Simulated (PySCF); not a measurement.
Species: SnCl4.
Bonds: Sn1–Cl2, Sn1–Cl3, Sn1–Cl4, Sn1–Cl5.

A GFN2-xTB structure was refined with PySCF 2.14.0, PBE0-D3(BJ)/def2-SVP geometry optimisation, gas phase, def2 core potentials past Kr. Its GFN2-xTB values:

```
 coordinate  GFN2-xTB
    Sn1–Cl2   2.301 Å
    Sn1–Cl3   2.219 Å
Cl2–Sn1–Cl3    113.3°
```

Q: How do these coordinates change at the PBE0-D3(BJ)/def2-SVP level?

A: 
| coordinate | PBE0-D3(BJ)/def2-SVP (Å or °) | change |
| --- | --- | --- |
| Sn1–Cl3 | 2.314 | +0.095 |
| Sn1–Cl2 | 2.316 | +0.015 |
| Cl2–Sn1–Cl3 | 109.8 | -3.5 |

The energy falls by 0.128 eV over 9 energy and gradient evaluations, the largest force component goes from 0.0416 to 1.5e-04 Eh/bohr, and the atoms move by 0.061 Å rms after alignment. The bond that changes most is Sn1–Cl3 (ends: tin bonded to 4 Cl; chlorine bonded to Sn), which lengthens by 0.095 Å. Bonds longer at the end by more than 0.005 Å: 2 of 4; shorter: 2.

The run used 98 basis functions and 53 SCF cycles in all. On AMD EPYC 9R14, one thread, no GPU, shared host, this took 30 s and 0.41 GiB of memory at its peak.

PBE0-D3(BJ)/def2-SVP frequencies: not computed here.
